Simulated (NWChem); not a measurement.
System: C$_{3}$H$_{4}$Cl$_{2}$Si; SMILES C([SiH3])(=C=CCl)Cl

Here is an NWChem input.

```
start job
memory heap 200 mb stack 900 mb global 1100 mb
geometry units angstroms noautoz
  Si    -1.496046     1.831779    -0.111975
  C      0.074128     0.810820     0.126302
  Cl     1.565851     1.693976    -0.138259
  C      0.088398    -0.454949     0.460108
  C      0.044916    -1.715107     0.811082
  Cl    -0.020074    -3.020229    -0.323696
  H     -2.677523     0.957453     0.134376
  H     -1.514264     2.363312    -1.505150
  H     -1.475793     2.970343     0.851534
  H      0.048604    -2.035873     1.857419
end
basis spherical
  * library def2-svp
end
dft
  xc r2scan
  iterations 150
  mulliken
end
task dft energy
```

NWChem printed, in part:

```
             Northwest Computational Chemistry Package (NWChem) 7.3.0
             --------------------------------------------------------

 C1  symmetry detected

                             Geometry "geometry" -> ""
                             -------------------------

 Output coordinates in angstroms (scale by  1.889725989 to convert to a.u.)

  No.       Tag          Charge          X              Y              Z
 ---- ---------------- ---------- -------------- -------------- --------------
    1 Si                  14.0000    -1.54099201     1.81718563    -0.11638112
    2 C                    6.0000     0.04543113     0.82263971     0.12594022
    3 Cl                  17.0000     1.52293834     1.73280305    -0.12658635
    4 C                    6.0000     0.07996158    -0.44418143     0.45422834
    5 C                    6.0000     0.05655964    -1.70647482     0.79939407
    6 Cl                  17.0000     0.02041824    -3.00740069    -0.34147135
    7 H                    1.0000    -2.70836084     0.92133150     0.11966562
    8 H                    1.0000    -1.56098480     2.35459686    -1.50727481
    9 H                    1.0000    -1.54575784     2.95157412     0.85224048
   10 H                    1.0000     0.06021545    -2.03184222     1.84430949

 Effective nuclear repulsion energy (a.u.)     362.6817461356

                                 NWChem DFT Module
                                 -----------------

 Summary of "ao basis" -> "ao basis" (spherical)
 ------------------------------------------------------------------------------
       Tag                 Description            Shells   Functions and Types
 ---------------- ------------------------------  ------  ---------------------
 Si                         def2-svp                 8       18   4s3p1d
 C                          def2-svp                 6       14   3s2p1d
 Cl                         def2-svp                 8       18   4s3p1d
 H                          def2-svp                 3        5   2s1p

            General Information
            -------------------
          SCF calculation type: DFT
          Wavefunction type:  closed shell.
          No. of atoms     :    10
          No. of electrons :    70
           Alpha electrons :    35
            Beta electrons :    35
          Charge           :     0
          Spin multiplicity:     1
          Use of symmetry is: off; symmetry adaption is: off
          Maximum number of iterations: 150
          AO basis - number of functions:   116
                     number of shells:    54
          Convergence on energy requested:  1.00D-06
          Convergence on density requested:  1.00D-05
          Convergence on gradient requested:  5.00D-04

              XC Information
              --------------
                      r^2SCAN Method XC Functional
               r^2SCAN metaGGA Exchange Functional  1.000
                     r^2SCAN Correlation Potential  1.000

             Grid Information
             ----------------
          Grid used for XC integration:  medium
          Radial quadrature: Mura-Knowles
          Angular quadrature: Lebedev.
          Tag              B.-S. Rad. Rad. Pts. Rad. Cut. Ang. Pts.
          ---              ---------- --------- --------- ---------
          Si                  1.10       88          12.0       590
          C                   0.70       49          12.0       434
          Cl                  1.00       88          14.0       590
          H                   0.35       45          13.0       434
          Grid pruning is: on
          Number of quadrature shells:   591
          Spatial weights used:  Erf1

      Superposition of Atomic Density Guess
      -------------------------------------

 Sum of atomic energies:       -1322.25713036

      Non-variational initial energy
      ------------------------------

 Total energy =   -1324.758979
 1-e energy   =   -2546.240103
 2-e energy   =     858.799378
 HOMO         =      -0.272113
 LUMO         =      -0.010113

     ---------------------------------------------
      Total Density - Mulliken Population Analysis
     ---------------------------------------------

    Atom       Charge   Shell Charges
 -----------   ------   -------------------------------------------------------
    1 Si  14    13.49   2.00  1.99  1.00  0.27  5.94  1.12  1.03  0.13
    2 C    6     6.11   1.99  0.96  0.30  1.74  1.06  0.05
    3 Cl  17    17.19   2.00  1.99  1.22  0.71  5.94  2.11  3.19  0.02
    4 C    6     6.00   1.99  0.99  0.25  1.98  0.75  0.03
    5 C    6     5.93   1.99  0.93  0.29  1.75  0.92  0.05
    6 Cl  17    17.19   2.00  1.99  1.22  0.71  5.94  2.11  3.19  0.03
    7 H    1     1.08   0.70  0.37  0.01
    8 H    1     1.07   0.70  0.36  0.01
    9 H    1     1.07   0.70  0.36  0.01
   10 H    1     0.87   0.66  0.19  0.02

   convergence    iter        energy       DeltaE   RMS-Dens  Diis-err
 ---------------- ----- ----------------- --------- --------- ---------
 d= 0,ls=0.0,diis     1  -1325.8526452923 -1.69D+03  1.20D-02  5.84D-01
 d= 0,ls=0.0,diis     2  -1325.8010432656  5.16D-02  9.00D-03  9.05D-01
 d= 0,ls=0.0,diis     3  -1325.9124978972 -1.11D-01  2.03D-03  7.43D-02
 d= 0,ls=0.0,diis     4  -1325.9204905037 -7.99D-03  1.03D-03  1.24D-02
 d= 0,ls=0.0,diis     5  -1325.9221142728 -1.62D-03  3.51D-04  1.41D-03
  Resetting Diis
 d= 0,ls=0.0,diis     6  -1325.9223191154 -2.05D-04  1.01D-04  4.79D-05
 d= 0,ls=0.0,diis     7  -1325.9223216681 -2.55D-06  1.50D-04  3.73D-05
 d= 0,ls=0.0,diis     8  -1325.9222891218  3.25D-05  1.10D-04  2.55D-04
 d= 0,ls=0.0,diis     9  -1325.9223271521 -3.80D-05  6.06D-06  3.80D-07
 d= 0,ls=0.0,diis    10  -1325.9223271959 -4.38D-08  1.80D-06  6.39D-08

         Total DFT energy =    -1325.922327195924
      One electron energy =    -2548.883283631444
           Coulomb energy =      955.203283188309
    Exchange-Corr. energy =      -94.924072888425
 Nuclear repulsion energy =      362.681746135636

 Numeric. integr. density =       70.000009108421

                       DFT Final Molecular Orbital Analysis
                       ------------------------------------

 Vector   33  Occ=2.000000D+00  E=-2.833276D-01
              MO Center=  9.7D-01,  1.4D+00, -8.5D-02, r^2= 3.5D+00
   Bfn.  Coefficient  Atom+Function         Bfn.  Coefficient  Atom+Function
  ----- ------------  ---------------      ----- ------------  ---------------
    44      0.465116   3 Cl py               43     -0.359103   3 Cl px
    41      0.335931   3 Cl py               40     -0.259976   3 Cl px
    38      0.194802   3 Cl py               37     -0.150555   3 Cl px
    22      0.133463   2 C  px                8     -0.132318   1 Si px
    23     -0.118169   2 C  py               97      0.116582   7 H  s

 Vector   34  Occ=2.000000D+00  E=-2.522111D-01
              MO Center=  5.5D-01,  5.6D-01,  1.4D-01, r^2= 3.7D+00
   Bfn.  Coefficient  Atom+Function         Bfn.  Coefficient  Atom+Function
  ----- ------------  ---------------      ----- ------------  ---------------
    45      0.432114   3 Cl pz               56     -0.344234   4 C  pz
    42      0.298380   3 Cl pz               24     -0.288275   2 C  pz
    59     -0.216130   4 C  pz               39      0.172746   3 Cl pz
    27     -0.169732   2 C  pz               90     -0.155785   6 Cl py
    87     -0.117376   6 Cl py               44      0.116444   3 Cl py

 Vector   35  Occ=2.000000D+00  E=-2.455181D-01
              MO Center=  5.0D-02, -1.3D+00,  1.9D-01, r^2= 4.1D+00
   Bfn.  Coefficient  Atom+Function         Bfn.  Coefficient  Atom+Function
  ----- ------------  ---------------      ----- ------------  ---------------
    89      0.434137   6 Cl px               54     -0.342989   4 C  px
    68     -0.317007   5 C  px               86      0.298648   6 Cl px
    57     -0.239234   4 C  px               71     -0.192759   5 C  px
    83      0.172468   6 Cl px               43     -0.153654   3 Cl px
    40     -0.109470   3 Cl px               44     -0.088526   3 Cl py

 Vector   36  Occ=0.000000D+00  E=-7.347597D-02
              MO Center= -1.9D-02, -2.2D-01,  2.3D-01, r^2= 4.3D+00
   Bfn.  Coefficient  Atom+Function         Bfn.  Coefficient  Atom+Function
  ----- ------------  ---------------      ----- ------------  ---------------
    27      0.458670   2 C  pz               56     -0.381225   4 C  pz
    24      0.372301   2 C  pz               59     -0.364492   4 C  pz
    90     -0.331412   6 Cl py               91     -0.225956   6 Cl pz
    58     -0.224063   4 C  py               82     -0.210492   6 Cl s
    45     -0.202489   3 Cl pz              103      0.197495   8 H  s

 Vector   37  Occ=0.000000D+00  E=-6.683289D-02
              MO Center=  2.5D-01, -3.3D-01,  3.6D-01, r^2= 4.3D+00
   Bfn.  Coefficient  Atom+Function         Bfn.  Coefficient  Atom+Function
  ----- ------------  ---------------      ----- ------------  ---------------
    71      0.477993   5 C  px               68      0.409808   5 C  px
    43     -0.391093   3 Cl px               57     -0.369453   4 C  px
    54     -0.347309   4 C  px               36      0.271342   3 Cl s
    44     -0.270074   3 Cl py               25     -0.229109   2 C  px
    89     -0.223598   6 Cl px               26     -0.196954   2 C  py

 Vector   38  Occ=0.000000D+00  E= 2.769698D-03
              MO Center= -1.2D+00,  1.6D+00, -6.9D-02, r^2= 4.6D+00
   Bfn.  Coefficient  Atom+Function         Bfn.  Coefficient  Atom+Function
  ----- ------------  ---------------      ----- ------------  ---------------
    21      1.279903   2 C  s                11     -1.057926   1 Si px
    12      0.663579   1 Si py                4     -0.502376   1 Si s
    26      0.352154   2 C  py               20      0.319856   2 C  s
    43      0.298159   3 Cl px               53     -0.268539   4 C  s
    36     -0.253059   3 Cl s               103     -0.209889   8 H  s

     ---------------------------------------------
      Total Density - Mulliken Population Analysis
     ---------------------------------------------

    Atom       Charge   Shell Charges
 -----------   ------   -------------------------------------------------------
    1 Si  14    13.50   2.00  1.98  1.03  0.19  5.93  1.30  0.90  0.17
    2 C    6     6.36   1.99  0.95  0.32  2.01  1.04  0.04
    3 Cl  17    17.08   2.00  1.99  1.25  0.72  5.93  2.14  3.02  0.04
    4 C    6     5.72   1.99  0.94  0.22  2.03  0.52  0.03
    5 C    6     6.17   1.99  0.93  0.30  2.04  0.87  0.05
    6 Cl  17    17.09   2.00  1.99  1.25  0.72  5.93  2.14  3.02  0.04
    7 H    1     1.07   0.74  0.32  0.01
    8 H    1     1.06   0.74  0.31  0.01
    9 H    1     1.06   0.74  0.31  0.01
   10 H    1     0.88   0.72  0.13  0.03

     -------------------------------------------
      Total Density - Lowdin Population Analysis
     -------------------------------------------

    Atom       Charge   Shell Charges
 -----------   ------   -------------------------------------------------------
    1 Si  14    13.54   2.00  1.93  0.66  0.34  5.82  1.31  1.20  0.27
    2 C    6     6.30   1.97  0.66  0.36  1.86  1.35  0.10
    3 Cl  17    16.88   2.00  1.96  1.03  0.78  5.82  2.25  2.99  0.04
    4 C    6     6.06   1.97  0.65  0.30  1.86  1.20  0.08
    5 C    6     6.15   1.97  0.63  0.33  1.85  1.26  0.11
    6 Cl  17    16.87   2.00  1.96  1.03  0.78  5.82  2.26  2.99  0.04
    7 H    1     1.09   0.64  0.42  0.02
    8 H    1     1.08   0.64  0.42  0.02
    9 H    1     1.08   0.64  0.42  0.02
   10 H    1     0.95   0.63  0.25  0.07

     Multipole analysis of the density
     ---------------------------------

     L   x y z        total         alpha         beta         nuclear
     -   - - -        -----         -----         ----         -------
     0   0 0 0      0.000000    -35.000000    -35.000000     70.000000

     1   1 0 0     -0.402639     -0.201319     -0.201319      0.000000
     1   0 1 0      0.052437      0.026219      0.026219      0.000000
     1   0 0 1      0.370004      0.185002      0.185002     -0.000000

     2   2 0 0    -42.254042   -172.747096   -172.747096    303.240151
     2   1 1 0     -1.317359     11.499002     11.499002    -24.315362
     2   1 0 1      0.131309     -0.757332     -0.757332      1.645974
     2   0 2 0    -42.532391   -544.391566   -544.391566   1046.250741
     2   0 1 1     -1.665664      3.945650      3.945650     -9.556965
     2   0 0 2    -40.916659    -45.501416    -45.501416     50.086173
```

Level: r2SCAN/def2-SVP. Geometry: optimised at PBE0/def2-SVP.
